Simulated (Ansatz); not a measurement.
Ansatz results at the PBE0-D4/def2-TZVP geometry: LUMO energy (PBE/def2-TZVPP) -2.98 eV; size of the dipole moment (PBE/def2-TZVPP) 1.97 D; HOMO energy (PBE0/def2-TZVPP) -7.07 eV.

Each molecule was computed in one conformer, which needn't be the lowest.

Q: Which molecule gave them?
A. `OC(O)(O)I`
B. `[NH2][SnH]([OH])[CH]=O`
C. `IC1=C[SiH2]1`
D. `CC(O)C(N)=S`

A: B. The others give `IC1=C[SiH2]1`: -2.02, 1.12, -7.23; `CC(O)C(N)=S`: -1.72, 3.48, -6.09; `OC(O)(O)I`: -2.25, 1.22, -7.24.
